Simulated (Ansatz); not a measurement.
Basis sets compared for Ag₂Au₄⁺. Charge 1, multiplicity 2. Geometry PBE-D4/def2-SVP. Ansatz on 4 threads of Arm Neoverse V2 on a shared host; times are rough, and most runs start from earlier orbitals.

```
atom    x (Å)    y (Å)    z (Å)
 Au1   1.5153   1.9628   0.3466
 Au2   0.5951   0.1809   2.2166
 Au3  -0.1272  -0.0501  -0.4672
 Au4  -1.7215  -1.9874  -1.2284
 Ag5  -1.1841  -1.8348   1.4176
 Ag6   0.9224   1.7286  -2.2852
```

In the def2 sets Ag, Au take a core potential; there is no spin–orbit coupling. No other spin state of charge 1 was run. Another isomer (doublet) lies 0.05 eV lower at PBE0-D4/def2-TZVP; other spin states weren't run for this one.

```csv
level,functions,energy (Eh),HOMO (eV),LUMO (eV),wall time
PBE-D4/def2-SVP,190,-836.9619,-9.60,-9.33,8.5 s
PBE0-D4/def2-SVP,190,-836.7302,-10.06,-8.46,13 s
```

(1) Estimate the rows for PBE-D4/def2-TZVP (with forces), PBE0-D4/def2-TZVP.

Answers

(1) 
```csv
level,functions,energy (Eh),HOMO (eV),LUMO (eV),wall time
PBE-D4/def2-TZVP (with forces),240,-837.0698,-9.60,-9.33,10 s
PBE0-D4/def2-TZVP,240,-836.8340,-10.06,-8.45,18 s
```
